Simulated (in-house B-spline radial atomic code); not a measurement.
# Two electrons outside the 1s2 core: O4+

Computed with an all-electron radial atomic-structure program (B-spline basis): configuration interaction (CI) of the two valence electrons in the field of the frozen Dirac-Fock core, alone and with many-body perturbation theory for the core (screened one- and two-electron correlation potentials), Breit and QED terms; no-pair Dirac Hamiltonian, finite nucleus. Labels give the configuration (outer n counted up each series) and the leading LS term, or the jj pair where no LS term holds 70 %.

Excitation energies (eV):

```csv
level,purity of the LS term,CI alone,CI + MBPT + Breit + QED,Landé g of the LS mixture
2s2 1S0,1.0,0,0,-
2s2p 3P°0,1.0,10.241,10.153,-
2s2p 3P°1,1.0,10.262,10.169,1.50
2s2p 3P°2,1.0,10.305,10.206,1.50
2s2p 1P°1,1.0,19.933,19.707,1.00
2p2 3P0,1.0,26.749,26.461,-
2p2 3P1,1.0,26.77,26.479,1.50
2p2 3P2,1.0,26.812,26.511,1.50
2p2 1D2,1.0,28.988,28.735,1.00
2p2 1S0,1.0,35.981,35.737,-
2s3s 3S1,1.0,?,?,?
2s3s 1S0,1.0,?,?,?
```

Q: Where does 2s3s 3S1 lie?

A: 67.789 eV in CI alone and 67.809 eV with all corrections; g = 2.00.

Q: Where does 2s3s 1S0 lie?

A: 69.552 eV in CI alone and 69.587 eV with all corrections.

Q: What is the first ionisation energy?

A: 113.89 eV to the 2s1/2 state of the next ion (113.85 eV from CI alone). NIST lists 113.899 ± 0.0005 eV (measured).

Some electric-dipole lines (reduced elements in atomic units, length form; vacuum wavelengths from the computed energies):

```json
{"upper": "2s2p 3P°1", "lower": "2s2 1S0", "D bare (size)": "0.00239", "D with core polarisation (size)": "0.00237", "λ (nm)": "121.92", "A (s⁻¹)": "2.1e+03"}
{"upper": "2s2p 1P°1", "lower": "2s2 1S0", "D bare (size)": "1.04", "D with core polarisation (size)": "1.03", "λ (nm)": "62.914", "A (s⁻¹)": "2.9e+09"}
{"upper": "2p2 3P0", "lower": "2s2p 3P°1", "D bare (size)": "0.695", "D with core polarisation (size)": "0.692", "λ (nm)": "76.105", "A (s⁻¹)": "2.2e+09"}
{"upper": "2p2 3P1", "lower": "2s2p 3P°0", "D bare (size)": "0.695", "D with core polarisation (size)": "0.692", "λ (nm)": "75.94", "A (s⁻¹)": "7.4e+08"}
{"upper": "2p2 3P1", "lower": "2s2p 3P°1", "D bare (size)": "0.602", "D with core polarisation (size)": "0.599", "λ (nm)": "76.017", "A (s⁻¹)": "5.5e+08"}
{"upper": "2p2 3P2", "lower": "2s2p 3P°1", "D bare (size)": "0.777", "D with core polarisation (size)": "0.774", "λ (nm)": "75.868", "A (s⁻¹)": "5.6e+08"}
{"upper": "2p2 1D2", "lower": "2s2p 3P°1", "D bare (size)": "0.00484", "D with core polarisation (size)": "0.00482", "λ (nm)": "66.783", "A (s⁻¹)": "3.2e+04"}
{"upper": "2p2 1S0", "lower": "2s2p 3P°1", "D bare (size)": "0.00132", "D with core polarisation (size)": "0.00131", "λ (nm)": "48.493", "A (s⁻¹)": "3.1e+04"}
```

Weak lines are less accurate than strong ones.
